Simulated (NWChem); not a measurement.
# Total energies of HAs

```
As
H 1 1.5345
```
Charge 0, spin multiplicity 3.

Everything below was run with NWChem. Structure: optimised with UPBE0/def2-SVP, a minimum by its harmonic frequencies.

Basis set: 3-21G (24 functions).

| method | total energy (Ha) |
|---|---|
| UHF | -2223.98729 |
| UMP2 | -2224.01634 |
| UB2PLYP | -2225.20896 |
| UPBE | -2225.29912 |
| UB3LYP | -2225.68851 |
| UBLYP | -2225.68816 |

Total energies of different functionals aren't comparable as a measure of quality: only differences taken within one method are. 

The Hamiltonian is non-relativistic. The correlated methods keep 9 core orbitals frozen. B3LYP has NWChem's definition, with VWN1-RPA local correlation. This spin state was chosen for the runs; another may lie lower. The structure started from a generated list of species. The unpaired electrons of the parent sit in orbitals of symmetry b1 and b2 (C2v labels of the run); other states weren't searched. The stability of the SCF solutions was not checked. Open-shell Hartree-Fock references start from PBE0 orbitals.
